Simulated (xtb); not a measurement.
CuF, singlet, at a GFN2-xTB geometry (such geometries of metal compounds can be far from the true shape). Base run: GFN0-xTB (xtb 6.7.1).

Input for xtb:
```
$ xtb mol.xyz --gfn 0 --json

# file mol.xyz
2

Cu    -0.00000000    -0.00000000    -0.40615773
F      0.00000000     0.00000000     1.30873047
```

Variants of this job, named by their change:

```csv
change,ΔE vs base (mEh),HOMO-LUMO gap (eV)
base,0.000,3.59
etemp = 1000,0.000,3.59
etemp = 5000,(withheld),3.59
acc = 0.1,0.000,3.59
acc = 30,0.000,3.59
```

Problem. What belongs in the gaps?

Solution. 
- etemp = 5000, ΔE vs base (mEh): -1.587
